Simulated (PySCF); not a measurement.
C3H5NSSi, SMILES c1([SiH3])cscn1. Geometry: PBE-D3(BJ)/def2-SVP.

Give the equilibrium geometry at PBE-D3(BJ)/def2-SVP (PySCF confirms it by a frequency run) as a Z-matrix, and its point group. (The exact figures need the calculation; the answer reports its results.)

point group Cs.
```
C
N 1 1.3855
C 2 1.3063 1 111.34
C 1 1.3878 2 114.39 3 0.00
H 4 1.0971 1 128.50 2 180.00
H 3 1.1006 2 124.66 1 180.00
S 4 1.7299 5 120.90 1 180.00
Si 1 1.8852 2 119.60 3 180.00
H 8 1.5029 1 110.50 2 -60.25
H 8 1.5029 9 108.82 1 -121.50
H 8 1.5046 9 109.33 10 -119.35
```
